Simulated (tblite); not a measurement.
Compound: C₅H₂NO (doublet state).
SMILES with atom numbers: `[N:1]#[C:2][c:3]1[c:4][cH:5][cH:6][o:7]1` (hydrogens: H8 on C5; H9 on C6)

All values are computed: GFN2-xTB (tblite) harmonic vibrations without scaling, gas phase. Errors from tens to a few hundred cm⁻¹ against measured bands are possible. Open shells enter through the occupations alone, without spin polarisation, and single modes of such species can be off by tens of per cent.

Harmonic wavenumbers (cm⁻¹): 154.0, 161.8, 457.9, 534.8, 556.2, 563.8, 608.4, 749.9, 824.0, 831.2, 921.3, 1053.6, 1112.8, 1184.6, 1206.3, 1336.8, 1432.0, 1528.9, 2374.1, 3159.8, 3204.1.

A = 10382, B = 2039, C = 1704 MHz; mass 92.014 u (most abundant isotopes); point group Cs, symmetry number 1; spin multiplicity 2.

What is the zero-point energy?

Half the sum of the wavenumbers: 11978 cm⁻¹ = 34.25 kcal/mol.

Give the ideal-gas entropy at 200 K and 1 bar in the rigid-rotor, harmonic-oscillator model (classical rotation).

Translation 37.51, rotation 25.40, vibration 4.88, spin (R ln 2) 1.38: S = 69.2 cal/(mol K).

And Cp and H(200 K) − H(0)?

Cp = 15.65 cal/(mol K), of which vibrations give 7.70 (their classical limit is 21 R = 41.7); H(200 K) − H(0) = 2.21 kcal/mol without the zero-point energy, 0.62 from vibrations.

How do the functions run with temperature in this model?

```csv
T (K),S (cal/(mol K)),Cp (cal/(mol K)),H − H(0) (kcal/mol),G − H(0) (kcal/mol),ln q(vib)
150,65.1,13.0,1.50,-8.27,0.53
250,73.0,18.5,3.06,-15.18,1.31
298.15,76.5,21.2,4.02,-18.78,1.74
400,83.4,26.3,6.45,-26.93,2.75
600,95.6,33.4,12.49,-44.86,4.88
900,110.4,39.4,23.52,-75.85,8.04
```

q(vib) and H(0) count from the zero-point level.

Which modes carry the vibrational entropy at 200 K?

154.0 cm⁻¹: 1.88; 161.8 cm⁻¹: 1.79; 457.9 cm⁻¹: 0.33; 534.8 cm⁻¹: 0.21; 556.2 cm⁻¹: 0.18; 563.8 cm⁻¹: 0.18 cal/(mol K); the other 15 give 0.31 together.

What must be added to the electronic energy to get the Gibbs energy at 200 K and 1 bar?

ZPE + [H(200 K) − H(0)] − T·S = 34.25 + 2.21 − 13.84 = 22.62 kcal/mol.

Hindered rotation and anharmonicity are outside this model.

Hardware: one thread, Arm Neoverse V2 (aarch64), no GPU, shared host with 96 logical CPUs at a one-minute load of 85. Cost: 0.14 s wall. The figure is for the frequency step alone.
